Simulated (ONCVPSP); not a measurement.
What one change does to a pseudopotential (tin (Sn), ONCV)

- Element: Sn
- Generator: ONCVPSP 4.0.1
- Type: optimised norm-conserving Vanderbilt (ONCV)
- Functional: PBE
- Relativity: scalar-relativistic
- Frozen core: [Kr] 4d10
- Valence charge: 4
- Reference configuration: 5s2 5p2
- Partial waves: 5s: rc 1.80 bohr, ncon 4, nbas 7, qcut 3.1 1/bohr, 2 projectors, debl 1 Ha; 5p: rc 2.25 bohr, ncon 3, nbas 6, qcut 4.2 1/bohr, 3 projectors, debl 3.5 Ha
- Local potential: polynomial inside 1.35 bohr (lpopt 3, dvloc0 0 Ha)
- Core correction: polynomial model core, fcfact 0.15

Change: core correction none.

Cutoffs: the cutoffs (Ha) at which the residual kinetic energy of the hardest occupied pseudo-wave falls to 1 and 0.1 mHa per electron; they do not see the model core or the augmentation charge, which bear on the density cutoff. Errors are all-electron minus pseudo energies relative to the spin-unpolarised reference configuration.

How do hardness, ghosts and transferability respond?

The potential gets neither clearly harder nor softer (9.0 Ha and 22 Ha → 9.0 Ha and 22 Ha); of the 4 tests that both files solve, the error grows in 0 and shrinks in 4 by more than 15 % and 0.3 meV (median size 37.8 → 9.0 meV); neither file shows a bound ghost.

```tsv
quantity	base	changed
cutoff, loose	9.0 Ha	9.0 Ha
cutoff, tight	22 Ha	22 Ha
bound ghosts	none	none
GHOST(+) flags under 300 eV	s at 1.2 eV, p at 210.0 eV	s at 1.2 eV, p at 210.0 eV
error for 5s2 5p1, meV [ΔE 6.87 eV]	-9.8	-1.0
error for 5s2 5p0, meV [ΔE 20.83 eV]	-66	+17
error for 5s1 5p0, meV [ΔE 51.80 eV]	-302	+140
error for 5s2 5p1.5, meV [ΔE 2.62 eV]	-1.9	-0.5
s: phases at 1.82 bohr within 0.05 rad from the reference energy up to (Ha; the scan ends near 5)	0.0	0.0
p: phases at 2.29 bohr within 0.05 rad from the reference energy up to (Ha; the scan ends near 5)	to the end of the scan	to the end of the scan
```

Base: The cutoffs count occupied waves only; projector 2 of the s channel, the hardest unoccupied one, needs 39 Ha at the loose tolerance. Changed file: The cutoffs count occupied waves only; projector 2 of the s channel, the hardest unoccupied one, needs 39 Ha at the loose tolerance.
